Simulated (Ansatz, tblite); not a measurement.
Forces on the cluster Si2Ni3⁺ at its r2SCAN-D4/def2-SVP geometry. Charge 1, multiplicity 2.

The xTB rows come from tblite. No other spin state of charge 1 was run. The geometry of the doublet was relaxed on an unsound state (⟨S²⟩ 1.29, where a pure state has 0.75). Another isomer (doublet) lies 0.61 eV lower at PBE0-D4/def2-TZVP; other spin states weren't run for this one.

GFN1-xTB (tblite), largest force 1.92 eV/Å:

```xyz
5
positions Å, forces eV/Å
Ni    0.561    1.048   -0.558    0.712    0.855    0.084
Ni    0.552   -1.197    0.059    0.637   -0.654    0.442
Ni    0.621    0.447    1.649    0.630   -0.075   -0.257
Si   -0.543   -0.450   -1.680   -0.137   -0.268   -0.801
Si   -1.191    0.152    0.530   -1.843    0.143    0.532
```

GFN2-xTB (tblite), largest force 2.34 eV/Å:

```
Ni 0.712 1.527 -1.154
Ni 0.617 -1.858 -0.292
Ni 0.198 0.433 1.579
Si 0.007 -0.557 -1.834
Si -1.534 0.455 1.702
```

PBE-D4/def2-TZVP (Ansatz), largest force 1.14 eV/Å:

```
Ni 0.208 0.882 -0.646
Ni 0.122 -1.037 -0.184
Ni 0.260 0.292 1.070
Si -0.123 -0.146 -0.321
Si -0.467 0.009 0.082
```
